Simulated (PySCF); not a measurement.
Molecule: `[AsH3+][BH2-]C1CC1`, C3H10AsB.

Atoms are numbered as in `[AsH3+:1][BH2-:2][CH:3]1[CH2:4][CH2:5]1`. Each H is labelled by its parent atom. Ha(C4), Ha(C5) are cis to B2 on the ring; Hb(C4), Hb(C5) are trans to B2 on the ring.

Geometry PBE0-D3(BJ)/def2-SVP throughout; GIAO in PySCF 2.14.0 with density-fitted response routines, gas phase, one conformer, non-relativistic; equivalent atoms averaged; functional PBE0.

Question: How do the shifts δ (against AsH3, BF3·OEt2, TMS at the same level) depend on the basis set? (ppm; last column core-seconds on 1 thread of an Arm Neoverse V1, shared host)

Answer: 
| basis set | functions | As1 | B2 | C4/C5 | C3 | H(As1) | H(B2) | Hb(C4)/Hb(C5) | Ha(C4)/Ha(C5) | H(C3) | core-s |
| --- | --- | --- | --- | --- | --- | --- | --- | --- | --- | --- | --- |
| STO-3G | 48 | -18.2 | -21.8 | 16.3 | 8.6 | 2.16 | 1.06 | 0.22 | 0.09 | -0.52 | 5.2 |
| 6-31G | 83 | 156.3 | -20.7 | 9.4 | -0.3 | 3.78 | 2.75 | 0.65 | 0.42 | -0.07 | 9.7 |
| 6-31G* | 108 | 209.9 | -19.8 | 8.8 | -2.2 | 3.99 | 2.34 | 0.57 | 0.28 | -0.15 | 13 |
| cc-pVDZ | 133 | 200.8 | -18.7 | 9.0 | -0.6 | 3.90 | 2.20 | 0.41 | 0.01 | -0.46 | 17 |
| def2-SVP | 138 | 216.9 | -21.3 | 7.8 | -3.1 | 3.96 | 2.12 | 0.33 | -0.02 | -0.53 | 16 |
| pcSseg-1 | 159 | 246.4 | -23.5 | 8.2 | -2.9 | 3.96 | 2.07 | 0.46 | 0.03 | -0.50 | 15 |
| def2-TZVP | 232 | 244.5 | -23.0 | 7.4 | -2.5 | 4.07 | 2.23 | 0.48 | 0.03 | -0.45 | 36 |

Question: Which nucleus moves most, in ppm?

Answer: As1 (arsenic bonded to B, 3 H): from -18.2 ppm with STO-3G to 246.4 ppm with pcSseg-1. The smallest spread is 0.43 ppm, at Ha(C4)/Ha(C5). Proton shifts span only some 12 ppm, so a few tenths of a ppm matter as much there as several ppm in carbon.

Question: Taking the largest basis, def2-TZVP (232 functions), as the yardstick, rank the others by their worst heavy-atom deviation.

Answer: pcSseg-1 1.9 ppm (159 functions), def2-SVP 27.6 ppm (138 functions), 6-31G* 34.6 ppm (108 functions), cc-pVDZ 43.7 ppm (133 functions), 6-31G 88.3 ppm (83 functions), STO-3G 262.7 ppm (48 functions).

Relativistic effects, spin–orbit coupling among them, are left out; they matter for As and for the light atoms bonded to it.

A small basis that lands close on one nucleus may do so by chance; judge by the trend and by all nuclei.
